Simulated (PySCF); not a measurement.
# What a mistake does to a calculation on BH5Si2

All numbers below are calculated, not measured. The program is PySCF 2.14.0, an open-source quantum chemistry code, run on an isolated molecule that a program drew, which may never have been made. The molecule is BH5Si2 (charge 0, singlet), drawn as the SMILES string `B[SiH2][SiH]`.

Each row is a Hartree-Fock (HF) and frozen-core CCSD(T) single point in the cc-pV(D+d)Z basis, meant for a local HF minimum. Run 1 is clean. Each other run has one planted mistake out of seven kinds, and not every kind appears here: one electron removed, one electron added, multiplicity raised by two, geometry at a saddle point, minimal basis STO-3G, one bond length entered in bohr, all coordinates scaled. The reference is restricted for singlets and unrestricted otherwise, and also for a bond in bohr. Adding or removing an electron swaps singlet and doublet. Electrons count all cores. HOMO and LUMO are orbital energies over both spins, the gradient is its largest component, and the lowest frequency (negative if imaginary) is given only where the gradient is small. Bond lengths are over the 7 bonds as drawn. T1 is the CCSD diagnostic: over 0.02 (restricted) or 0.045 (unrestricted) a single reference is doubtful.

Geometry of the clean run:
```xyz
8
BH5Si2, angstrom
B    -1.1566    1.1260   -1.9853
Si    0.5852    0.3096   -2.6256
Si    1.2735   -1.4536   -1.1060
H    -1.1586    2.0555   -1.2268
H    -2.2164    0.6484   -2.2863
H     1.7166    1.2808   -2.5669
H     0.5060   -0.2063   -4.0171
H     0.9507   -0.6231    0.1223
```

```
run  electrons  basis functions  <S^2>  HOMO (eV)  LUMO (eV)  gradient (hartree/bohr)  lowest frequency (cm^-1)  mean bond (Å)  longest bond (Å)      T1  HF (hartree)  CCSD(T) (hartree)                          mistake
  1         38               85  0.000      -8.48      -0.04                  3.6e-05                       118         1.6216             2.427  0.0190    -605.36508         -605.70174                         no fault
  2         38               85  1.011      -8.08       0.05                  1.4e-02                         -         1.9301             4.587  0.0211    -605.30818         -605.61843  one bond length entered in bohr
  3         39               85  0.768      -1.79       5.70                  1.3e-02                         -         1.6216             2.427  0.0308    -605.39722         -605.74973               one electron added
  4         38               28  0.000      -5.46       5.55                  3.9e-02                         -         1.6216             2.427  0.0124    -598.37877         -598.52982                                ?
```

**Which mistake was planted in run 4, and what did it cost?**

It has 28 basis functions where the clean run has 85, with the same electrons and geometry. So the mistake is: minimal basis STO-3G. Subtracting run 1 and multiplying by 627.51 kcal/mol a hartree, the energy moved by 4384.0 kcal/mol in HF and 4500.4 kcal/mol in CCSD(T).

